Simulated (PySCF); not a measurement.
C2H4BFO2.
Z-matrix (Å and degrees, PBE0-D3(BJ)/def2-SVP geometry), rows numbered from 1:
```
C 
C   1  1.3344
F   2  1.3422  1  119.66
B   2  1.5731  1  124.94  3  -179.81
O   4  1.3626  2  117.04  1    -1.39
O   4  1.3573  2  117.68  1   178.48
H   1  1.0905  2  119.13  3  -179.90
H   1  1.0931  2  121.49  3     0.04
H   5  0.9609  4  115.60  2  -179.51
H   6  0.9613  4  115.62  2  -179.65
```

Linear response at wB97X-D/def2-SVPD (PySCF, frozen core in the response, non-relativistic).

Static isotropic polarisability: 47.87 au (7.09 Å³), principal values 34.0, 47.2, 62.3 au.

Question: What is the polarisability at 1064 nm and at the sodium D line?

Answer: 48.31 au at 1064 nm (+0.9 %), 49.39 au at 589.3 nm (+3.2 %). The rise at 589.3 nm is 3.41 times that at 1064 nm; a pure ω² law gives 3.26. The lowest singlet lies at 191 nm, shorter than both wavelengths.

Question: What is the isotropic C6 coefficient between two such molecules, C6 = (3/π)∫α(iω)² dω?

Answer: 1002 au (Eh·bohr⁶) by a ten-point quadrature over imaginary frequencies, which is 599 eV·Å⁶ or 57.8 J·nm⁶/mol.

Question: Which effective excitation energy ω̄ makes London's formula C6 = (3/4)α²ω̄ exact here?

Answer: ω̄ = 4·C6/(3α²) = 0.583 Eh = 15.9 eV. A one-pole form α(ω) = α/(1 − ω²/ω̄²) fitted to the 1064 nm value gives 12.1 eV. London's choice of the ionisation energy (9.88 eV, ΔSCF at the same level) gives C6 = 624 au, 38 % too low.

Question: The lowest 10 singlets have (eV, f): 6.49, 0.317; 7.02, 0.009; 7.35, 0.000; 7.97, 0.052; 8.16, 0.002; 8.37, 0.000; 8.46, 0.000; 8.52, 0.042; 8.84, 0.073; 9.00, 0.000. What share of the static polarisability do they carry in the sum over states α = Σ f/ω²?

Answer: 7.46 au, 15.6 % of α; the largest term, 5.57 au, is that of the state at 6.49 eV. Their oscillator strengths add up to 0.49. Higher states carry the rest.

Question: What molar refraction at the D line follows from R = (4π/3)·N_A·α′, with α′ the polarisability volume?

Answer: α′ = 7.32 Å³ gives R = 18.46 cm³/mol, for isolated, non-vibrating species.

Question: What three-body coefficient follows from the one-pole estimate C9 = (3/4)·α·C6?

Answer: 36000 au. This is an estimate from the two numbers above, not a computed integral.

One conformer stands for the species.

The pairwise dispersion term of wB97X-D wasn't added to the energies; at a given geometry it leaves orbitals and properties as they are.
